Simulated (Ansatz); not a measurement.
Consider the redistribution: `[GeH3][O][GeH3]` + `[SiH3]C1CO1` → `[GeH3][CH]1CO1` + `[SiH3][O][GeH3]`.

Computed with Ansatz on PBE0-D4/def2-TZVP structures; ΔE is electronic, products minus reactants. CCSD(T)/CBS adds triple-zeta CCSD(T) − MP2 to the extrapolated MP2 energy (def2 sets, frozen cores). For Ge outer-core shells are correlated without core-valence functions, which leaves a few kJ/mol of doubt a bond. Scalar relativity is left out up to krypton.

```json
{"species": "`[GeH3][O][GeH3]`", "HF/CBS(def2) energy (Eh)": "-4229.25486"}
{"species": "`[SiH3]C1CO1`", "HF/CBS(def2) energy (Eh)": "-443.05423"}
{"species": "`[GeH3][CH]1CO1`", "HF/CBS(def2) energy (Eh)": "-2229.50808"}
{"species": "`[SiH3][O][GeH3]`", "HF/CBS(def2) energy (Eh)": "-2442.82475"}
```

Q: Work out ΔE.

A: ΔE = (-2229.50808) + (-2442.82475) − (-4229.25486) − (-443.05423) = -0.02374 Eh = -62.3 kJ/mol. CCSD(T)/CBS gives -61.5 kJ/mol.

Largest T1 diagnostic among the species: 0.012.

From PBE to PBE0 (25 % exact exchange), in def2-TZVPP and without D4, ΔE moves by −3.8 kJ/mol.
